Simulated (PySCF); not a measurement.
An equivalent PySCF input for Br⁺ (bromine, charge +1), [Ar] 3d10 4s2 4p4, high-spin 3P determinant, with the spin-free X2C one-electron Hamiltonian (Gaussian nucleus):

```python
from pyscf import gto, scf, dft, mp, cc
import basis_set_exchange as bse
mol = gto.M(atom="Br 0 0 0", charge=1, spin=2, symmetry="D2h",
            basis=gto.basis.parse(bse.get_basis("aug-cc-pVDZ-DK", elements=["Br"], fmt="nwchem", header=False)),
            nucmod="G")
mf = dft.UKS(mol, xc="TPSS").sfx2c1e()
mf.irrep_nelec = {'Ag': (6, 6), 'B1g': (1, 1), 'B2g': (1, 1), 'B3g': (1, 1), 'B1u': (3, 2), 'B2u': (3, 3), 'B3u': (3, 2)}
mf.kernel()
```

It reaches the same state as the run whose output follows, with an energy that differs only through the grid. The run itself started from symmetry-adapted Hartree-Fock orbitals and held the occupation by maximum overlap, on a logarithmic radial grid, so the iterations belong to that start.

```
SCF conv_tol = 1e-09
number electrons alpha = 18  beta = 16
XC functionals = TPSS
    J. Tao, J. P. Perdew, V. N. Staroverov, and G. E. Scuseria.,  Phys. Rev. Lett. 91, 146401 (2003)
    J. P. Perdew, J. Tao, V. N. Staroverov, and G. E. Scuseria.,  J. Chem. Phys. 120, 6898 (2004)
    J. Tao, J. P. Perdew, V. N. Staroverov, and G. E. Scuseria.,  Phys. Rev. Lett. 91, 146401 (2003)
    J. P. Perdew, J. Tao, V. N. Staroverov, and G. E. Scuseria.,  J. Chem. Phys. 120, 6898 (2004)
cycle= 1 E= -2605.5805746216  delta_E= -0.00835  |g|= 0.044  |ddm|= 0.313
cycle= 2 E= -2605.58087314467  delta_E= -0.000299  |g|= 0.0161  |ddm|= 0.0569
cycle= 3 E= -2605.58093127473  delta_E= -5.81e-05  |g|= 0.00155  |ddm|= 0.0352
cycle= 4 E= -2605.58093245707  delta_E= -1.18e-06  |g|= 3.32e-05  |ddm|= 0.00643
cycle= 5 E= -2605.58093245785  delta_E= -7.78e-10  |g|= 9.85e-07  |ddm|= 0.000156
converged SCF energy = -2605.58093245785  <S^2> = 2.0018732  2S+1 = 3.0012485
```
